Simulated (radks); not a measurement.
Valence configurations of neutral magnesium (all share [Ne]). All-electron calculation, non-relativistic Kohn-Sham, TPSS, spin-polarised, spherical densities, point nucleus; open shells are filled with parallel spins first; meta-GGA in the generalised Kohn-Sham scheme. Program: a radial shooting solver on a logarithmic mesh with Libxc functionals. Energies are relative to 3s2; eigenvalues in eV for spin up.

| valence | E (eV) | moment (Bohr magnetons) | e(3p) | e(3s) |
|---|---|---|---|---|
| 3s2 | 0.000 | 0 | - | -4.756 |
| 3s1.5 3p0.5 | 1.504 | 1 | -1.987 | -5.638 |
| 3s1 3p1 | 2.695 | 2 | -2.402 | -6.135 |
| 3s0.5 3p1.5 | 4.559 | 2 | -2.716 | -6.432 |
| 3p2 | 6.411 | 2 | -2.994 | - |

NIST lists [Ne] 3s2 as the ground configuration; this level of theory agrees among the configurations tried. The energies are those of spherical high-spin densities, not of single terms.
